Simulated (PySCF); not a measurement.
# Gallium: a sound run and one with changed settings

Sound run: Ga²⁺ [Ar] 3d10 4s1, Ga³⁺ [Ar] 3d10. Calculation: PySCF 2.14, in cc-pVDZ-DK (5s4p2d, 27 functions); the spin-free X2C one-electron Hamiltonian (Gaussian nucleus). The sound run starts from symmetry-adapted Hartree-Fock orbitals and uses a fine grid where one is needed.

Changed run: initial guess atom, at most 50 SCF cycles.

```tsv
species	method	sound run (hartree)	changed run (hartree)	converged
Ga²⁺	UHF	-1941.19076	-1941.19076	yes
Ga²⁺	M06-L	-1942.69353	-1942.69353	yes
Ga²⁺	MN15	-1944.03076	-1944.03076	yes
Ga³⁺	UHF	-1940.09939	-1940.09939	yes
Ga³⁺	M06-L	-1941.56696	-1941.56696	yes
Ga³⁺	MN15	-1942.90718	-1942.90718	yes
```

Here the plain start reaches the same solutions.
